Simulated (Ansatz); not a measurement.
Species: C3H10NSi (charge -1, singlet). It need not be the lowest isomer of its formula. Whether it binds its extra electron was not tested at this geometry. 
Coordinates optimised at B3LYP-D3(BJ)/def2-TZVP (Ansatz, a quantum-chemistry and plane-wave program):
SMILES: [CH2-][Si](C)(C)N
```xyz
15

C      1.2036    -0.1020    -1.4848
Si     0.1040     0.0033    -0.1109
C     -1.6391     0.5520    -0.6692
C     -0.2954    -1.5142     1.0225
N      0.6630     1.1522     1.1367
H      2.2427    -0.4071    -1.3617
H      0.8152    -0.2833    -2.4859
H     -2.0785    -0.1736    -1.3616
H     -2.3135     0.6554     0.1870
H     -1.5882     1.5168    -1.1799
H     -0.9198    -1.2564     1.8892
H      0.6306    -1.9666     1.3939
H     -0.8220    -2.2819     0.4473
H      0.8779     0.7667     2.0471
H      1.4449     1.7041     0.8088
```
Charge -1, spin multiplicity 1.

Total electronic energies in hartree. Valence correlation only, unless marked. Spin-orbit coupling is left out. No relativistic terms. Basis-set limits of correlation are two-point, X^-3; Hartree-Fock from the larger set. The bracket is a focal-point correction in the basis named.

| level | program | energy (Eh) |
|---|---|---|
| B3LYP/def2-TZVPD | Ansatz | -464.72566 |
| PBE0-D3(BJ)/def2-TZVPD | Ansatz + dftd3 | -464.36435 |
| BHLYP-D3(BJ)/def2-TZVPD | Ansatz + dftd3 | -464.59160 |
| CAM-B3LYP-D3(BJ)/def2-TZVPD | Ansatz + dftd3 | -464.61205 |
| wB97M-V/def2-TZVPD | Ansatz | -464.57448 |
| B2PLYP-D3(BJ)/def2-TZVPD | Ansatz + dftd3 | -464.41306 |
| B2PLYP/def2-TZVPD | Ansatz | -464.40310 |
| MP2/STO-3G | Ansatz | -457.40971 |
| MP2/6-31G* | Ansatz | -463.40419 |
| RI-MP2/cc-pV(T+d)Z | Ansatz | -463.77831 |
| CCSD/STO-3G | Ansatz | -457.48116 |
| CCSD/cc-pV(D+d)Z | Ansatz | -463.58786 |
| CCSD/cc-pV(Q+d)Z | Ansatz | -463.90002 |
| CCSD(T) with core electrons (1s frozen past Ne)/cc-pwCVTZ | Ansatz | -464.33700 |
| RI-MP2/CBS(aug-cc-pV(T+d)Z,aug-cc-pV(Q+d)Z)+[CCSD(T)-MP2]/aug-cc-pV(T+d)Z | Ansatz | -463.9986 |

Totals of different functionals don't rank their quality; only differences between species are comparable.
